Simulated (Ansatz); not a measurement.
Ansatz results at the PBE0-D4/def2-TZVP geometry: HOMO energy (ωB97M-V/def2-TZVPP) -10.16 eV; HOMO–LUMO gap (PBE0/def2-TZVPP) 7.48 eV; HOMO–LUMO gap (PBE/def2-TZVPP) 5.19 eV.

Each molecule was computed in one conformer, which needn't be the lowest.

Task: Which molecule gave them?
A. `O=C[C]1=[N][AlH]1`
B. `CC[SiH](F)Br`
C. `C[Si](C)(F)Br`
D. `C[SiH2]C(F)Br`

Result: D. The others give `O=C[C]1=[N][AlH]1`: -8.26, 3.88, 1.55; `CC[SiH](F)Br`: -10.57, 8.78, 6.60; `C[Si](C)(F)Br`: -10.51, 9.15, 6.98.
